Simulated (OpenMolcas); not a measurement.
Ne2+, Ar2+, Kr2+: ns² np⁴ down the group

```json
{"Program": "OpenMolcas", "Method": "CASSCF", "Basis": "ANO-R3", "Scalar Hamiltonian": "X2C, finite nucleus", "Spin-orbit coupling": "RASSI with atomic mean-field integrals over the reference wave functions, term energies averaged over their components"}
```

Active space for each ion: 6 electrons in 4 orbitals (s p).

Computed levels in cm-1 above ³P₂:

| Level | Ne2+ | Ar2+ | Kr2+ |
| --- | --- | --- | --- |
| ³P₁ | 600 | 1041 | 4113 |
| ³P₀ | 884 | 1481 | 4927 |
| ¹D₂ | 27919 | 17032 | 17126 |
| ¹S₀ | 53288 | 31818 | 31699 |
| weight of ³P in the lowest level (%) | 100 | 100 | 98 |

Measured, with the error of the calculation in %. Measured levels: Ne2+ from Moore, Atomic Energy Levels, vol. I, NSRDS-NBS 35 (1971 reprint of NBS Circular 467, 1949); Ar2+ from Saloman, J. Phys. Chem. Ref. Data 39, 033101 (2010); Kr2+ from Saloman, J. Phys. Chem. Ref. Data 36, 215 (2007).

```csv
Level,Ne2+,Ar2+,Kr2+
³P₁,650 (-7.7),1112 (-6.4),4548 (-9.6)
³P₀,927 (-4.7),1570 (-5.7),5313 (-7.3)
¹D₂,25841 (+8.0),14010 (+21.6),14644 (+16.9)
¹S₀,55747 (-4.4),33266 (-4.4),33080 (-4.2)
```

The fine-structure level ³P₀ changes by a factor of 5.57 from Ne2+ to Kr2+.

Without spin-orbit coupling ¹D lies 27610, 16466, 14454 cm-1 above ³P in that order; the difference to the level ¹D₂, of either sign, comes from spin-orbit coupling, which also lowers the zero.

Terms from blocks run as CI alone lack orbitals of their own. Measured partners are found by configuration, term and J. A level has none where our copy of the source lacks it or the pairing is in doubt (some pairs that miss far off the trend of their configuration count as doubtful), and it then counts in no deviation. Only configurations of the active space appear.
